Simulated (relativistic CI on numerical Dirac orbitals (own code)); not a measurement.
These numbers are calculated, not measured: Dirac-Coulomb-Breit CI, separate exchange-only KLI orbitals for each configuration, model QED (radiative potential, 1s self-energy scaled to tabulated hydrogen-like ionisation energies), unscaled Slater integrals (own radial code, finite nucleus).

Configurations in the expansion (outside the closed core [Ne]): 3s, 3p, 3d, 4s, 4p, 4d, 4f, 5s, 5p, 5d, 5f, 5g, 6s, 6p, 6d, 7s, 7p. Levels of other configurations are missing.

At this charge energies of transitions that change n are usually good to better than 1 %, and those within a shell (Δn = 0) to a few per cent.

Outline of the computed level scheme of Te XLII. Lowest level of each configuration: 3s ²S1/2 at 0.00 eV; 3p ²P°1/2 at 94.97 eV; 3d ²D3/2 at 288.16 eV; 4s ²S1/2 at 1386.95 eV; 4p ²P°1/2 at 1426.17 eV; 4d ²D3/2 at 1501.23 eV; 4f ²F°5/2 at 1532.28 eV; 5s ²S1/2 at 2002.49 eV; 5p ²P°1/2 at 2022.22 eV.

Some strong electric-dipole decays among the lowest 15 levels: 4f ²F°7/2 → 3d ²D5/2 (4.5e+13 s⁻¹); 4f ²F°5/2 → 3d ²D3/2 (4.3e+13 s⁻¹); 4d ²D5/2 → 3p ²P°3/2 (2.2e+13 s⁻¹); 4d ²D3/2 → 3p ²P°1/2 (1.8e+13 s⁻¹); 4p ²P°1/2 → 3s ²S1/2 (1.0e+13 s⁻¹); 4p ²P°3/2 → 3s ²S1/2 (8.3e+12 s⁻¹); 4s ²S1/2 → 3p ²P°3/2 (7.7e+12 s⁻¹); 5p ²P°1/2 → 3s ²S1/2 (5.8e+12 s⁻¹).
